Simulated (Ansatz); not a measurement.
# CH7SeSn+: structure from calculated spectroscopic constants

These gas-phase data were calculated for one isomer of CH7SeSn+ at B3LYP-D3(BJ)/def2-SVP (harmonic, unscaled wavenumbers; equilibrium rotational constants with average atomic masses):

| Property | Result |
| --- | --- |
| rotational constants | 8.317, 1.146, 1.04 GHz |
| all wavenumbers above 1500 cm⁻¹ | 3210, 3197, 3072, 2394, 1997, 1990, 1956 |

Candidates:

(1) `[SeH2+][CH2][SnH3]`, a singlet
(2) `[CH3][SnH2][SeH2+]`, a singlet
(3) `C[SeH+][SnH3]`, a singlet

Q: Which candidate do the data belong to?

A: Candidate (3). 3 modes lie between 1650 and 2000 cm⁻¹, one for each Sn–H bond, while (2) has 2. 3 modes lie between 2750 and 3290 cm⁻¹, one for each C–H bond, while (1) has 2.

The same quantities for all candidates:

|  | rotational constants (GHz) | wavenumbers above 1500 cm⁻¹ | E above the lowest, B3LYP-D3(BJ)/def2-SVP (kcal/mol) |
| --- | --- | --- | --- |
| (1) | 15.39, 0.8095, 0.7875 | 3183, 3092, 2382, 2345, 1983, 1965, 1942 | 35.8 |
| (2) | 6.885, 1.165, 1.029 | 3185, 3165, 3055, 2411, 2395, 1973, 1949 | 0.0 |
| (3) | 8.317, 1.146, 1.04 | 3210, 3197, 3072, 2394, 1997, 1990, 1956 | 3.3 |

Each candidate is one conformer. Atoms past krypton carry core potentials. Programs: Ansatz 0.2.0.
